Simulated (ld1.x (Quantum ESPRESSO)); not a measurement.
# Scattering properties, TM potential for scandium

- Element: Sc
- Generator: ld1.x (Quantum ESPRESSO) 7.5
- Type: norm-conserving Troullier–Martins (Kleinman–Bylander form)
- Functional: LDA (PZ)
- Relativity: scalar-relativistic
- Frozen core: [Ne] 3s2
- Valence charge: 9
- Reference configuration: 3p6 3d1 4s2 4p0
- Partial waves: 4s (bound): rc 3.05 bohr; 3p (bound): rc 1.85 bohr; 3d (bound): rc 1.65 bohr
- Local potential: all-electron potential smoothed inside 1.55 bohr (lloc = -1)
- Core correction: Bessel-smoothed model core inside 1.35 bohr

The phase is arctan(r·u′/u) with u = r·R(r), unwrapped; energies in Ry, scanned from -4 to 5 Ry. A pole is an energy at which the radial function vanishes at the test radius. The pseudo phase is shifted by a multiple of π to meet the all-electron one at the reference energy, and phase errors are pseudo minus all-electron; the curves can meet again beyond the range given. Levels narrower than the energy grid can be missing from the lists of poles. n/a: not evaluated, since a narrow level or a reset projector energy made the automatic matching unsafe.

```
channel  radius (bohr)  reference energy (Ry)  poles, all-electron  poles, pseudo  unbroken range about the reference energy with phases within 0.05 rad  phase error 1 Ry above the reference energy (rad)
      s           3.32                  -0.32                 0.89     0.83, 4.19                                                                    n/a                                                n/a
      p           3.32                  -2.47          -2.45, 1.56    -2.45, 1.54                                                              below 3.4                                             -0.000
      d           3.32                  -0.25          -0.11, 2.70    -0.11, 2.77                                                              below 4.1                                             +0.011
```

Note: ghost state, extra bound levels that the all-electron valence spectrum of the same l lacks: s at -51.6 eV. A true bound ghost makes a file unfit for plane-wave use.

Phases in the p channel:

```json
{"E (Ry)": "-4.00", "all-electron": "1.410", "pseudo": "1.410"}
{"E (Ry)": "-3.76", "all-electron": "1.404", "pseudo": "1.404"}
{"E (Ry)": "-3.52", "all-electron": "1.397", "pseudo": "1.397"}
{"E (Ry)": "-3.28", "all-electron": "1.389", "pseudo": "1.389"}
{"E (Ry)": "-3.04", "all-electron": "1.378", "pseudo": "1.378"}
{"E (Ry)": "-2.80", "all-electron": "1.363", "pseudo": "1.363"}
{"E (Ry)": "-2.56", "all-electron": "1.304", "pseudo": "1.304"}
{"E (Ry)": "-2.32", "all-electron": "-1.751", "pseudo": "-1.751"}
{"E (Ry)": "-2.08", "all-electron": "-1.785", "pseudo": "-1.785"}
{"E (Ry)": "-1.84", "all-electron": "-1.807", "pseudo": "-1.807"}
{"E (Ry)": "-1.60", "all-electron": "-1.831", "pseudo": "-1.831"}
{"E (Ry)": "-1.36", "all-electron": "-1.859", "pseudo": "-1.859"}
{"E (Ry)": "-1.12", "all-electron": "-1.897", "pseudo": "-1.897"}
{"E (Ry)": "-0.88", "all-electron": "-1.950", "pseudo": "-1.951"}
{"E (Ry)": "-0.64", "all-electron": "-2.033", "pseudo": "-2.034"}
{"E (Ry)": "-0.40", "all-electron": "-2.178", "pseudo": "-2.180"}
{"E (Ry)": "-0.16", "all-electron": "-2.483", "pseudo": "-2.488"}
{"E (Ry)": "0.08", "all-electron": "-3.174", "pseudo": "-3.188"}
{"E (Ry)": "0.32", "all-electron": "-3.957", "pseudo": "-3.968"}
{"E (Ry)": "0.56", "all-electron": "-4.327", "pseudo": "-4.333"}
{"E (Ry)": "0.80", "all-electron": "-4.498", "pseudo": "-4.503"}
{"E (Ry)": "1.04", "all-electron": "-4.595", "pseudo": "-4.598"}
{"E (Ry)": "1.28", "all-electron": "-4.658", "pseudo": "-4.662"}
{"E (Ry)": "1.52", "all-electron": "-4.706", "pseudo": "-4.709"}
{"E (Ry)": "1.76", "all-electron": "-4.745", "pseudo": "-4.748"}
{"E (Ry)": "2.00", "all-electron": "-4.781", "pseudo": "-4.785"}
{"E (Ry)": "2.24", "all-electron": "-4.816", "pseudo": "-4.821"}
{"E (Ry)": "2.48", "all-electron": "-4.855", "pseudo": "-4.862"}
{"E (Ry)": "2.72", "all-electron": "-4.902", "pseudo": "-4.912"}
{"E (Ry)": "2.96", "all-electron": "-4.965", "pseudo": "-4.981"}
{"E (Ry)": "3.20", "all-electron": "-5.062", "pseudo": "-5.091"}
{"E (Ry)": "3.44", "all-electron": "-5.241", "pseudo": "-5.306"}
{"E (Ry)": "3.68", "all-electron": "-5.655", "pseudo": "-5.837"}
{"E (Ry)": "3.92", "all-electron": "-6.543", "pseudo": "-6.780"}
{"E (Ry)": "4.16", "all-electron": "-7.201", "pseudo": "-7.302"}
{"E (Ry)": "4.40", "all-electron": "-7.465", "pseudo": "-7.513"}
{"E (Ry)": "4.64", "all-electron": "-7.590", "pseudo": "-7.619"}
{"E (Ry)": "4.88", "all-electron": "-7.664", "pseudo": "-7.683"}
```
